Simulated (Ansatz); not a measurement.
Species: boron nitride flake of 2 rings (naphthalene shape) `B1NBN2BNBNB2N1` (charge 0, multiplicity 1).

Task: Give a relaxed geometry from PBE0-D3(BJ)/def2-SVP run with Ansatz (an electronic-structure program).

Result: the end point of this relaxation (outside a Z-matrix the atoms follow the SMILES, hydrogens last).
Bonded distances (Å): B1–N2 1.429, B1–N10 1.422, B1–H11 1.210, N2–B3 1.423, N2–H12 1.011, B3–N4 1.442, B3–H13 1.209, N4–B5 1.442, N4–B9 1.454, B5–N6 1.423, B5–H14 1.209, N6–B7 1.429, N6–H15 1.011, B7–N8 1.422, B7–H16 1.210, N8–B9 1.435, N8–H17 1.012, B9–N10 1.435, N10–H18 1.012. Bond angles (°): N2–B1–N10 117.4, N2–B1–H11 121.4, N10–B1–H11 121.2, B1–N2–B3 122.9, B1–N2–H12 118.7, B3–N2–H12 118.4, N2–B3–N4 118.9, N2–B3–H13 120.5, N4–B3–H13 120.6, B3–N4–B5 120.7, B3–N4–B9 119.7, B5–N4–B9 119.7, N4–B5–N6 118.9, N4–B5–H14 120.6, N6–B5–H14 120.5, B5–N6–B7 122.9, B5–N6–H15 118.4, B7–N6–H15 118.7, N6–B7–N8 117.4, N6–B7–H16 121.4, N8–B7–H16 121.2, B7–N8–B9 122.5, B7–N8–H17 118.1, B9–N8–H17 119.4, N4–B9–N8 118.6, N4–B9–N10 118.6, N8–B9–N10 122.7, B1–N10–B9 122.5, B1–N10–H18 118.1, B9–N10–H18 119.4.
